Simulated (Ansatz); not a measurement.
Dissociation curve of Au(Me)(CNMe), SMILES C[N+]#[C-]->[Au][CH3] (C3H6AuN). The C3–Au7 bond (C3 also carries N; Au7 carries C) is pulled apart rigidly from the PBE0/def2-SVP, def2 effective core potentials past Kr optimised geometry.

Methods: UKS-PBE = Ansatz (a quantum-chemistry and plane-wave program) with unrestricted PBE/def2-SVP, def2 effective core potentials past Kr; RKS-PBE = restricted PBE/def2-SVP, def2 effective core potentials past Kr (Ansatz); UKS-PBE0 = unrestricted PBE0/def2-SVP, def2 effective core potentials past Kr (Ansatz).

Energies are in kcal/mol, each relative to the lowest point of its own curve near equilibrium.

| R / Å | UKS-PBE | RKS-PBE | UKS-PBE0 |
|---|---|---|---|
| 1.65 | 36.1 | 36.1 | 36.0 |
| 1.76 | 12.9 | 12.9 | 13.0 |
| 1.89 | 1.8 | 1.8 | 1.9 |
| 1.92 | 0.8 | 0.8 | 0.9 |
| 1.99 | 0.0 | 0.0 | 0.0 |
| 2.07 | 0.9 | 0.9 | [?] |
| 2.12 | 2.1 | 2.1 | 2.0 |
| 2.24 | 6.0 | 6.0 | 5.8 |
| 2.43 | 13.1 | 13.1 | 12.7 |
| 2.63 | 19.8 | 19.8 | 19.3 |
| 2.89 | 26.5 | 26.5 | 25.9 |
| 3.23 | 32.3 | 32.3 | 31.5 |
| 3.69 | 36.7 | 36.7 | 35.7 |
| 4.20 | 39.0 | 39.0 | 37.9 |
| 4.90 | 40.5 | 40.5 | 39.3 |
| 5.75 | 41.4 | 41.4 | 40.0 |

**Question.** What belongs in the gaps?

**Answer.** 
- 2.07, UKS-PBE0: 0.8
